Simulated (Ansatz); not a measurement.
Ansatz (a quantum-chemistry and plane-wave program) input file for GaHBr₂, SMILES [GaH]([Br])[Br], PBE0/def2-SVPD. Coordinates come from a PBE0-D3(BJ)/def2-SVP optimisation.

Ansatz 0.2 input:
```yaml
crystal:
  periodic: [false, false, false]
  atoms:
    - {symbol: Ga, position_ang: [0.00000000, -0.00000000, 0.81100129]}
    - {symbol: H, position_ang: [-0.00000001, -0.00000000, 2.36150044]}
    - {symbol: Br, position_ang: [-0.00000000, 1.93287875, -0.39289343]}
    - {symbol: Br, position_ang: [-0.00000000, -1.93287875, -0.39289343]}
basis:
  gaussian:
    orbitals: def2-SVPD
hamiltonian:
  xc: {name: PBE0}
```

Output:

```
WARN ansatz: RAYON_NUM_THREADS=1 ignored (pool sized by the plan → 1); use --threads N
Functional definition: PBE0
integrals: 0.10 GiB planned
1223 factors; integrals over basis functions are off by at most 1.5e-3 eV
mean field: 0.86 GiB planned
mean field evaluation 1: about -192442.4644 eV, gradient 2.3e1 eV
mean field evaluation 2: about -192441.9201 eV, gradient 3.1e1 eV
mean field evaluation 4: about -192443.3691 eV, gradient 4.5e-1 eV
mean field evaluation 8: about -192443.3738 eV, gradient 3.1e-2 eV
mean field evaluation 16: about -192443.3738 eV, gradient 5.0e-5 eV
mean field -192443.37380590 eV, -7072.1635445630 hartree, gradient 5.0e-5 eV, S^2 0.000000; 0 other end points of the search recorded, 0 dependent functions left out
reference -192443.37384522 eV, -7072.1635460081 hartree; 51, 51 occupied and 77, 77 virtual orbitals, 1223 factors
Total energy: -192443.37384522 eV, -7072.1635460081 hartree
```

The run converged.
